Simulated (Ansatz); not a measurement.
Born–Oppenheimer molecular dynamics of CH11PSi3 (16 atoms, charge 0, multiplicity 1). It starts from a relaxed structure.

The calculation used Ansatz 0.2.0, UKS PBE-D4/STO-3G.

| Quantity | Value |
| --- | --- |
| ensemble | NVT, Nosé–Hoover chain |
| time step | 1 fs |
| steps asked | 204 |
| set temperature | 1500 K |
| thermostat | time constant 1 fs, chain length 1 |
| seed | 743405 |

First frame:

```xyz
16
Properties=species:S:1:pos:R:3
C -0.112 2.614 -0.735
Si 0.929 1.140 -0.184
Si -0.272 -0.770 -0.096
Si 1.022 -2.510 0.525
P -2.001 -0.538 1.307
H -0.967 2.777 -0.058
H -0.513 2.467 -1.751
H 0.488 3.540 -0.745
H 1.496 1.440 1.125
H 2.049 0.995 -1.107
H -0.766 -1.049 -1.444
H 1.600 -2.292 1.843
H 2.124 -2.703 -0.408
H 0.267 -3.753 0.579
H -2.705 0.304 0.402
H -2.663 -1.686 0.791
```

(1) How far do the bonds stretch over the last three quarters of this one trajectory? (Pairs bonded in most of those frames.)

Results:

(1) 
| bond | mean (Å) | spread (Å) | shortest | longest |
| --- | --- | --- | --- | --- |
| C1–Si2 | 1.928 | 0.077 | 1.79 | 2.10 |
| C1–H6 | 1.119 | 0.032 | 1.05 | 1.19 |
| C1–H7 | 1.124 | 0.041 | 1.04 | 1.21 |
| C1–H8 | 1.121 | 0.038 | 1.04 | 1.22 |
| Si2–Si3 | 2.320 | 0.150 | 2.07 | 2.59 |
| Si2–H9 | 1.469 | 0.041 | 1.38 | 1.54 |
| Si2–H10 | 1.470 | 0.035 | 1.40 | 1.54 |
| Si3–Si4 | 2.301 | 0.085 | 2.12 | 2.42 |
| Si3–P5 | 2.258 | 0.092 | 2.11 | 2.43 |
| Si3–H11 | 1.468 | 0.032 | 1.41 | 1.52 |
| Si4–H12 | 1.466 | 0.037 | 1.41 | 1.53 |
| Si4–H13 | 1.470 | 0.025 | 1.41 | 1.53 |
| Si4–H14 | 1.476 | 0.056 | 1.38 | 1.57 |
| P5–H15 | 1.430 | 0.040 | 1.36 | 1.50 |
| P5–H16 | 1.432 | 0.029 | 1.38 | 1.48 |

Mean temperature of the second half: 1502 K. The conserved energy stayed within 4.6 meV per atom of its start (net change 0.91 meV per atom), so there is no drift, though single steps change it by up to 22 meV in the whole system, a sign of fast motions only just resolved. A run of 0.2 ps of so small a system gives no equilibrium averages. Limits of this set-up: minimal basis.

Time of the run: 20 min on 1 thread of Arm Neoverse V2, on a shared host, peak memory 0.16 GiB.
